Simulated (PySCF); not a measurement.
**Te³⁴⁺: ionisation energy**

Te³⁴⁺ [Ar] (1S) → Te³⁵⁺ [Ne] 3s2 3p5 (2P), as a difference of total energies. All numbers are calculated (PySCF 2.14, no relativity, point nucleus, in an uncontracted even-tempered set (16 s from 5.6 bohr⁻², ratio 2.5; 10 p from 7.3 bohr⁻², ratio 2.5; 5 d from 33 bohr⁻², ratio 2.7; 4 f from 50 bohr⁻², ratio 2.7)). Correlated levels: outer shells: 1s2 frozen; virtual orbitals above 40 to 60 times the deepest correlated orbital energy dropped. The calculations carry no spin-orbit coupling.

```tsv
method	ionisation energy (eV)
UHF	2296.8
MP2 (outer shells)	2297.7
SCS-MP2 (outer shells)	2297.5
CCSD (outer shells)	2297.5
CCSD(T) (outer shells)	2297.5
```

A first-order spin-orbit estimate (lowest level to lowest level, LS coupling) adds -17.186 eV.

All relativistic terms are absent from these numbers, so their closeness to the reference says little about the methods.

For comparison: 2309 ± 5 eV (theoretical estimate listed by NIST; NIST Atomic Spectra Database, ionization energies).
